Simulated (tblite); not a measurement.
Q: Give a GFN2-xTB geometry of `O=C1CCC[C](Cl)C1` [radical]. (Doublet state.)

A: 
Z-matrix in Å and degrees, rows numbered from 1:
```
O 
C   1  1.2034
C   2  1.5126  1  124.51
C   3  1.5310  2  108.59  1  -109.01
C   4  1.5416  3  109.94  2   -54.84
C   5  1.4871  4  109.52  3    51.14
Cl  6  1.7107  5  118.07  4    90.76
C   6  1.4836  5  116.74  4   -58.53
H   3  1.0907  2  109.15  1    11.38
H   3  1.0920  2  109.72  1   131.04
H   4  1.0917  3  110.21  2  -176.34
H   4  1.0916  3  109.12  2    64.83
H   5  1.0894  4  109.88  3   173.18
H   5  1.0940  4  108.79  3   -67.99
H   8  1.0909  2  110.57  1  -132.19
H   8  1.0886  2  110.17  1    -9.68
```

The 6-membered ring C2–C3–C4–C5–C6–C8 has internal angles of 101.9° to 116.7° (sum 659°, against 720° for a flat polygon); it is puckered, 0.25 Å rms from its mean plane, widest ring torsion 64°. C6 (carbon bonded to 2 C and Cl) has angles 118.1°, 117.8° and 116.7°, sum 352.6°, 0.25 Å off the plane of its three neighbours. The C–C distances run from 1.484 Å (C6–C8, drawn single) to 1.542 Å (C4–C5, drawn single), a spread of 0.058 Å. Of the pairs four or more bonds apart, H10···H15 is among the closest relative to their van der Waals radii: 2.50 Å, 104 % of the sum of Bondi's values.

Computed geometry: GFN2-xTB, gas phase. This method treats the open shell by occupation alone, without spin polarisation.

Point group: C1 (no symmetry element, even within 0.4 Å). Its GFN2-xTB frequencies are all real (lowest 65 cm⁻¹). Torsions: O1–C2–C3–C4 -109°, C2–C3–C4–C5 -55°, C3–C4–C5–C6 51°, C4–C5–C6–Cl7 91°. 2 starts were optimised and ended at 0.00 and 2.57 kcal/mol (GFN2-xTB); the lowest of these is shown.

On one thread of an Arm Neoverse V1, shared host, this took 0.39 s. This is the geometry optimisation.

One conformer stands for the species.
